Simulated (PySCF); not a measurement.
GaH2F, SMILES [F][GaH2].

Coordinates come from a B3LYP-D3(BJ)/def2-TZVP optimisation.

The numbers are results of CAM-B3LYP/def2-TZVPD (PySCF), not measurements.

```
Item                                                                                                           Result
---------------------------------------------------------------------------------------------  ----------------------
total energy                                                                                      -2026.06808 hartree
point group                                                                                                       C2v
highest occupied level                                                                                      -10.45 eV
lowest empty level                                                                                           -0.83 eV
orbital gap                                                                                                   9.62 eV
dipole moment                                                                                                  2.45 D
quadrupole, principal values (traceless, Buckingham form, about the centre of nuclear charge)  -5.04, -0.86, 5.90 D·Å
mean static polarisability                                                                       29.5 bohr³ (4.37 Å³)
polarisability, principal values                                                               24.0, 30.4, 34.0 bohr³
```
